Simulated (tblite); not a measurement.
Species: C6H7O2 (charge +1).
SMILES with atom numbers: `[CH3:1][O:2][c:3]1[cH:4][cH:5][cH:6][cH:7][o+:8]1` (hydrogens: H9, H10, H11 on C1; H12 on C4; H13 on C5; H14 on C6; H15 on C7)
Bond orders are those of one Lewis drawing.

Computed with GFN2-xTB (tblite), gas phase: Langevin dynamics at 200 K from the optimised GFN2-xTB geometry, time step 0.5 fs, friction 0.01 fs⁻¹, 2000 steps.

Start geometry:
```
atom  x, y, z in Å
C1     -2.667    0.035    0.012
O2     -1.566   -0.745   -0.464
C3     -0.357   -0.369   -0.230
C4      0.743   -1.123   -0.686
C5      2.007   -0.672   -0.405
C6      2.172    0.525    0.326
C7      1.058    1.192    0.728
O8     -0.170    0.750    0.454
H9     -3.560   -0.494   -0.313
H10    -2.647    0.105    1.101
H11    -2.645    1.037   -0.420
H12     0.550   -2.028   -1.239
H13     2.872   -1.225   -0.737
H14     3.152    0.904    0.560
H15     1.053    2.115    1.291
```

The statistics below take the 31 frames saved every 25 fs from 250 to 1000 fs; their kinetic temperature (all 3N coordinates) averages 218 K.

Q: Give the mean, spread and extremes of the bond lengths.

A: 
```
  bond  start (Å)  mean (Å)  standard deviation (Å)  shortest (Å)  longest (Å)
 C1–O2      1.431     1.434                   0.020         1.395        1.475
 O2–C3      1.287     1.289                   0.020         1.257        1.336
 C3–C4      1.409     1.410                   0.021         1.374        1.455
 C4–C5      1.371     1.373                   0.017         1.336        1.416
 C5–C6      1.412     1.413                   0.019         1.378        1.465
 C6–C7      1.359     1.357                   0.024         1.301        1.396
 C7–O8      1.334     1.337                   0.027         1.296        1.390
 C3–O8      1.325     1.330                   0.022         1.294        1.371
 C1–H9      1.087     1.090                   0.024         1.050        1.137
C1–H10      1.091     1.095                   0.023         1.042        1.137
C1–H11      1.091     1.097                   0.029         1.049        1.166
C4–H12      1.078     1.079                   0.024         1.025        1.134
C5–H13      1.079     1.082                   0.027         1.029        1.134
C6–H14      1.077     1.077                   0.027         1.021        1.142
C7–H15      1.081     1.087                   0.036         1.025        1.141
```

Q: How far does each atom move about its mean position (frames aligned on the start, all atoms weighted alike), and what rms force does it feel?

A: 
```csv
atom,rms displacement (Å),rms force (eV/Å)
C1,0.05,1.40
O2,0.10,1.21
C3,0.07,1.52
C4,0.06,1.47
C5,0.06,1.47
C6,0.06,1.69
C7,0.09,2.02
O8,0.13,1.26
H9,0.17,0.90
H10,0.27,0.84
H11,0.26,0.91
H12,0.12,0.87
H13,0.12,0.99
H14,0.13,0.98
H15,0.15,1.22
```

The displacements run from 0.05 to 0.27 Å.

The run is classical and short, so these are rough statistics of one trajectory.

What follows is the cost of the whole dynamics run. The run took 31 s wall on one thread, Intel Xeon at 2.50 GHz (x86_64) (shared host), and the process peaked at 0.18 GiB of memory.
